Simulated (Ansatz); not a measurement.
Consider the cleavage of the B–Ge bond: `[BH2][GeH2][F]` + `SBS` → `BSBS` + `[F][GeH3]`.

Computed with Ansatz on PBE0-D4/def2-TZVP structures; ΔE is electronic, products minus reactants. CCSD(T)/CBS adds triple-zeta CCSD(T) − MP2 to the extrapolated MP2 energy (def2 sets, frozen cores). Functionals use def2-TZVPP. B3LYP here is the variant with VWN-RPA as its local correlation; programs differ in this. HSE06 is defined as in plane-wave codes. For Ge outer-core shells are correlated without core-valence functions, which leaves a few kJ/mol of doubt a bond. Scalar relativity is left out up to krypton. Each species was taken in one conformer, which may not be the lowest.

`[BH2][GeH2][F]`:

Cartesian coordinates in Å:
```
B -0.245 -0.145 -1.229
Ge 0.154 0.164 0.760
F 0.272 -1.372 1.592
H -0.366 -1.241 -1.679
H -0.359 0.800 -1.952
H -0.960 0.933 1.496
H 1.505 0.860 1.012
```

`SBS`:

```xyz
6

S    -1.086    1.191    0.846
B     0.192    0.027    0.408
S     0.285   -0.732   -1.207
H    -1.760    1.210   -0.319
H     0.988   -0.222    1.256
H     1.381   -1.474   -0.983
```

`BSBS`:

Z-matrix (Å, degrees):
```
B
S 1 1.784
H 1 1.191 2 120.7
H 1 1.192 2 116.5 3 -180.0
B 2 1.815 1 102.6 3 0.0
S 5 1.780 2 117.5 1 -180.0
H 5 1.189 2 120.8 1 0.0
H 6 1.343 5 96.8 2 -180.0
```

`[F][GeH3]`:

```xyz
5

F    -1.005    0.394    1.249
Ge    0.055   -0.022   -0.069
H     1.470   -0.077    0.520
H    -0.418   -1.385   -0.587
H    -0.102    1.090   -1.113
```

| level | ΔE (kJ/mol) | difference from CCSD(T)/CBS |
| --- | --- | --- |
| PBE-D4 | -89.2 | -1.4 |
| revPBE-D4 | -89.7 | -1.9 |
| BLYP-D4 | -88.3 | -0.5 |
| r2SCAN-D4 | -90.4 | -2.6 |
| B97M-V | -92.9 | -5.1 |
| PBE0-D4 | -89.1 | -1.3 |
| B3LYP-D4 | -88.3 | -0.5 |
| r2SCANh-D4 | -90.5 | -2.7 |
| r2SCAN0-D4 | -90.6 | -2.8 |
| BHLYP-D4 | -88.5 | -0.7 |
| CAM-B3LYP-D4 | -88.3 | -0.5 |
| ωB97X-V | -86.8 | 1.0 |
| ωB97M-V | -89.4 | -1.6 |
| B2PLYP | -90.7 | -2.9 |
| PBE-QIDH | -92.2 | -4.4 |
| revPBE | -85.7 | 2.1 |
| BLYP | -85.7 | 2.1 |
| r2SCAN | -90.0 | -2.2 |
| PBE0 | -88.1 | -0.3 |
| B3LYP | -86.6 | 1.2 |
| r2SCANh | -90.1 | -2.3 |
| r2SCAN0 | -90.2 | -2.4 |
| HSE06 | -88.3 | -0.5 |
| BHLYP | -87.3 | 0.5 |
| CAM-B3LYP | -87.3 | 0.5 |
| LC-ωPBE | -85.7 | 2.1 |
| RPA@PBE/def2-TZVPP | -87.1 | 0.7 |
| HF/def2-SVP | -88.2 | -0.4 |
| MP2/def2-SVP | -104.4 | -16.6 |
| CCSD/def2-SVP | -95.2 | -7.4 |
| CCSD(T)/def2-SVP | -98.4 | -10.6 |
| HF/def2-TZVPP | -85.0 | 2.8 |
| MP2/def2-TZVPP | -96.6 | -8.8 |
| CCSD/def2-TZVPP | -85.7 | 2.1 |
| CCSD(T)/def2-TZVPP | -89.0 | -1.2 |
| HF/def2-QZVPP | -86.2 | 1.6 |
| MP2/def2-QZVPP | -96.4 | -8.6 |
| SCS-MP2/def2-QZVPP | -92.9 | -5.1 |
| MP2/CBS(def2) | -95.4 | -7.6 |
| CCSD/CBS(def2) | -84.5 | 3.3 |
| CCSD(T)/CBS | -87.8 | 0 |

Largest T1 diagnostic among the species: 0.015.

In def2-TZVPP, CCSD(T) changes the Hartree–Fock value by −4.0 kJ/mol (the triples alone add −3.3 kJ/mol) and MP2 by −11.6 kJ/mol. At CCSD(T), def2-SVP lies −10.6 kJ/mol from the extrapolated value and def2-TZVPP −1.2 kJ/mol. Leaving LDA and LC-ωPBE aside and taking each functional with its dispersion term where it has one, the values spread over 6.0 kJ/mol, from B97M-V to ωB97X-V. LDA lies −5.3 kJ/mol from PBE without D4.
